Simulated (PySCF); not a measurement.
PySCF 2.14 output of an unrestricted TPSS calculation on a single atom or ion in Sapporo-DZP-2012 (4s3p1d, 18 functions), with the spin-free X2C one-electron Hamiltonian (Gaussian nucleus):

```
SCF conv_tol = 1e-09
number electrons alpha = 3  beta = 2
    J. Tao, J. P. Perdew, V. N. Staroverov, and G. E. Scuseria.,  Phys. Rev. Lett. 91, 146401 (2003)
    J. P. Perdew, J. Tao, V. N. Staroverov, and G. E. Scuseria.,  J. Chem. Phys. 120, 6898 (2004)
    J. Tao, J. P. Perdew, V. N. Staroverov, and G. E. Scuseria.,  Phys. Rev. Lett. 91, 146401 (2003)
    J. P. Perdew, J. Tao, V. N. Staroverov, and G. E. Scuseria.,  J. Chem. Phys. 120, 6898 (2004)
cycle= 1 E= -24.670233562871  delta_E= -0.00251  |g|= 0.00847  |ddm|= 0.0642
cycle= 2 E= -24.6703086494062  delta_E= -7.51e-05  |g|= 0.00241  |ddm|= 0.019
cycle= 3 E= -24.6703134915514  delta_E= -4.84e-06  |g|= 0.000579  |ddm|= 0.0056
cycle= 4 E= -24.6703137691118  delta_E= -2.78e-07  |g|= 2.36e-05  |ddm|= 0.00108
cycle= 5 E= -24.6703137697205  delta_E= -6.09e-10  |g|= 1.85e-06  |ddm|= 6.64e-05
converged SCF energy = -24.6703137697205  <S^2> = 0.75509739  2S+1 = 2.0050909
```

The run itself started from symmetry-adapted Hartree-Fock orbitals and held the occupation by maximum overlap, on a logarithmic radial grid, so the iterations belong to that start.

Question: Which element, charge and spin multiplicity is this?

Answer: B (boron, neutral), multiplicity 2; the state was [He] 2s2 2p1, 2P determinant.
